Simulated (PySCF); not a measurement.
**A thermochemical cycle for CuN**

PBE in PySCF with def2-TZVPPD on every atom, for the lowest determinant that a PBE0 search found; no spin–orbit coupling. CuN, a triplet (π ↑↑), has De = 2.43 eV to neutral atoms, and CuN⁺, a quartet (σ ↑, π ↑↑), has De = 1.41 eV to Cu⁺ (3d10) + N.

The adiabatic ionisation energy of CuN, between the minima, is 9.18 eV.

Q: Which ionisation energy of the Cu atom does this level give?

A: IE(Cu) = IE(molecule) + De(ion) − De(neutral) = 9.18 + 1.41 − 2.43 = 8.16 eV; the measured value is 7.726 eV (NIST ASD).

For an ion De counts to the pair picked by the measured ionisation energies or electron affinities, which need not be the lowest pair at this level. The state is the lowest single determinant that the PBE0 search found; with open d or f shells the true ground state can be another one.
